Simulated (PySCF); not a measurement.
ketene (C2H2O), singlet, at a GFN2-xTB geometry; PySCF with DF-BLYP/aug-cc-pVDZ.

The PySCF input:
```python
from pyscf import gto, scf, dft

mol = gto.Mole()
mol.atom = '''
    C    -0.01148162    0.02136311   -1.19190098
    C     0.00092956   -0.00172957    0.09649676
    H     0.00249612    0.94826436   -1.73006124
    H    -0.03614064   -0.88566416   -1.76255958
    O     0.01211961   -0.02255018    1.25813077
'''
mol.basis = 'aug-cc-pvdz'
mol.verbose = 4
mol.build()

mf = dft.RKS(mol)
mf.xc = 'blyp'
mf = mf.density_fit(auxbasis='def2-universal-jkfit')
mf.kernel()
```

Question: Write the output that PySCF gives for this input, abridged.

Answer: 
```
PySCF version 2.14.0

[INPUT] verbose = 4
[INPUT] num. atoms = 5
[INPUT] num. electrons = 22
[INPUT] charge = 0
[INPUT] spin (= nelec alpha-beta = 2S) = 0
[INPUT] symmetry False subgroup None
[INPUT] Mole.unit = angstrom
[INPUT] Symbol           X                Y                Z      unit          X                Y                Z       unit  Magmom
[INPUT]  1 C     -0.011481620000   0.021363110000  -1.191900980000 AA   -0.021697117266   0.040370427069  -2.252366419801 Bohr   0.0
[INPUT]  2 C      0.000929560000  -0.001729570000   0.096496760000 AA    0.001756613816  -0.003268413613   0.182352448308 Bohr   0.0
[INPUT]  3 H      0.002496120000   0.948264360000  -1.730061240000 AA    0.004716983174   1.791959934086  -3.269341922325 Bohr   0.0
[INPUT]  4 H     -0.036140640000  -0.885664160000  -1.762559580000 AA   -0.068295911567  -1.673662700743  -3.330754884428 Bohr   0.0
[INPUT]  5 O      0.012119610000  -0.022550180000   1.258130770000 AA    0.022902743637  -0.042613664260   2.377522584188 Bohr   0.0

nuclear repulsion = 59.0017213475371
number of shells = 34
number of NR pGTOs = 127
number of NR cGTOs = 87
basis = aug-cc-pvdz
ecp = {}

******** <class 'pyscf.df.df_jk.DFRKS'> ********
method = DFRKS
initial guess = minao
damping factor = 0
level_shift factor = 0
DIIS = <class 'pyscf.scf.diis.CDIIS'>
diis_start_cycle = 1
diis_space = 8
diis_damp = 0
SCF conv_tol = 1e-09
SCF conv_tol_grad = None
SCF max_cycles = 50
direct_scf = False
XC library pyscf.dft.libxc version 7.1.2
    S. Lehtola, C. Steigemann, M. J. T. Oliveira, and M. A. L. Marques,  SoftwareX 7, 1–5 (2018)
XC functionals = blyp
    A. D. Becke,  Phys. Rev. A 38, 3098 (1988)
    C. Lee, W. Yang, and R. G. Parr,  Phys. Rev. B 37, 785 (1988)
    B. Miehlich, A. Savin, H. Stoll, and H. Preuss,  Chem. Phys. Lett. 157, 200 (1989)
radial grids:
    Treutler-Ahlrichs [JCP 102, 346 (1995); DOI:10.1063/1.469408] (M4) radial grids

becke partition: Becke, JCP 88, 2547 (1988); DOI:10.1063/1.454033
pruning grids: <function nwchem_prune>
grids dens level: 3
symmetrized grids: False
atomic radii adjust function: <function treutler_atomic_radii_adjust>
small_rho_cutoff = 0
Set gradient conv threshold to 3.16228e-05
Initial guess from minao.
tot grids = 61936
init E= -152.963664171459
  HOMO = -0.279450871711345  LUMO = -0.106923040716646  gap/eV = 4.69472
cycle= 1 E= -152.477662979917  delta_E= 0.486  |g|= 0.724  |ddm|= 4.38
  HOMO = -0.123950674077081  LUMO = -0.0202800183065404  gap/eV = 2.82102
cycle= 2 E= -151.902763608462  delta_E= 0.575  |g|= 1.83  |ddm|= 2.17
  HOMO = -0.1844722386209  LUMO = -0.0650114212926356  gap/eV = 3.25069
cycle= 3 E= -152.536972869377  delta_E= -0.634  |g|= 0.423  |ddm|= 1.85
  HOMO = -0.213681950427907  LUMO = -0.0674137035309132  gap/eV = 3.98016
cycle= 4 E= -152.580848695337  delta_E= -0.0439  |g|= 0.108  |ddm|= 0.488
  HOMO = -0.218634050549709  LUMO = -0.080947764086686  gap/eV = 3.74663
cycle= 5 E= -152.583412537735  delta_E= -0.00256  |g|= 0.0403  |ddm|= 0.138
  HOMO = -0.213424067715554  LUMO = -0.0745848309268764  gap/eV = 3.77801
cycle= 6 E= -152.583883706638  delta_E= -0.000471  |g|= 0.00666  |ddm|= 0.0583
  HOMO = -0.213397606365361  LUMO = -0.0747993885335818  gap/eV = 3.77145
cycle= 7 E= -152.583897550128  delta_E= -1.38e-05  |g|= 0.000325  |ddm|= 0.00803
  HOMO = -0.213440419819821  LUMO = -0.0748338840684264  gap/eV = 3.77168
cycle= 8 E= -152.583897583555  delta_E= -3.34e-08  |g|= 0.000105  |ddm|= 0.000661
  HOMO = -0.213438534686478  LUMO = -0.0748325752772017  gap/eV = 3.77166
cycle= 9 E= -152.58389758652  delta_E= -2.96e-09  |g|= 5.19e-06  |ddm|= 0.00019
  HOMO = -0.213437802100558  LUMO = -0.0748313343262335  gap/eV = 3.77167
cycle= 10 E= -152.583897586529  delta_E= -9.12e-12  |g|= 1.63e-06  |ddm|= 9.72e-06
  HOMO = -0.213437960152952  LUMO = -0.0748317858448377  gap/eV = 3.77167
Extra cycle  E= -152.583897586524  delta_E= 5.63e-12  |g|= 5.38e-06  |ddm|= 6.31e-06
converged SCF energy = -152.583897586524
```
